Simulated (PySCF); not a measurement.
C5H8NO (doublet state).
Geometry (GFN2-xTB, Å), atoms numbered from 1 in this order:
```xyz
15
C5H8NO angstrom
N      2.2475    1.0954    0.3118
C      1.8603    0.0110   -0.1684
C      0.6308   -0.7914    0.2851
C     -0.2880   -0.9028   -0.8599
C     -1.4857   -0.0692   -0.6145
C     -1.1229    0.6349    0.7034
O     -0.0801   -0.1166    1.3044
H      1.7026    1.4209    1.1112
H      2.3979   -0.4077   -1.0115
H      0.9888   -1.7498    0.6910
H     -0.0536   -1.4024   -1.7762
H     -1.6927    0.6446   -1.4173
H     -2.3827   -0.6920   -0.5003
H     -1.9467    0.6735    1.4178
H     -0.7799    1.6598    0.5014
```

The hyperfine couplings belong to this conformer and change with its torsions.

Identity: `[H]/N=C\[C@@H]1[CH]CCO1` [radical].

The calculation used PySCF, UKS B3LYP, pcH-1 on C H N O, non-relativistic, mean-field spin-orbit, GIAO. Geometry: GFN2-xTB, one conformer, isolated molecule. A GFN2-xTB geometry isn't a minimum of the functional, and hyperfine couplings can be far from their values at a DFT geometry. The SCF solution wasn't tested for stability.

(1) Where do the isotropic ENDOR lines of N1, H13, H10, H12, H11, H8, H9, H14 and H15 fall at 332.2 mT, to first order?

(2) Which pairs are centred on the nuclear Larmor frequency, and which on half the coupling?

(3) At what field would the lower line of H13 fall to zero frequency?

## Answers

(1) For S = 1/2 in fast tumbling each set of equivalent nuclei gives two lines, ν± = |νn ± a/2| to first order, with νn = g_N μN B/h and μN/h = 7.62259 MHz/T.

```csv
nuclei,isotope,g_N,νn (MHz),a_iso (MHz),lower line (MHz),upper line (MHz)
N1,14N,0.4038,1.02,1.11,0.47,1.58
H13,1H,5.5857,14.14,137.83,54.77,83.06
H10,1H,5.5857,14.14,101.14,36.43,64.71
H12,1H,5.5857,14.14,87.43,29.57,57.86
H11,1H,5.5857,14.14,-62.51,17.11,45.40
H8,1H,5.5857,14.14,4.33,11.98,16.31
H9,1H,5.5857,14.14,-1.72,13.28,15.01
H14,1H,5.5857,14.14,-1.66,13.32,14.97
H15,1H,5.5857,14.14,-1.42,13.44,14.85
```

(2) Centred on νn, since |a| < 2νn: N1, H8, H9, H14 and H15. Centred on |a|/2 and split by 2νn: H13, H10, H12 and H11.

(3) Where νn = |a|/2, that is B = 68.92 MHz/(5.5857 × 7.62259 MHz/T) = 1620 mT, as far as first order holds there.

Largest spin populations (Mulliken): C4 (+1.00), C5 (-0.09) and C3 (-0.07). No atom but C4 exceeds +0.15. The angles at C4 add up to 359.5°, so it is planar; its axial dipolar tensor and the negative coupling of its proton fit spin in a p orbital normal to that plane.
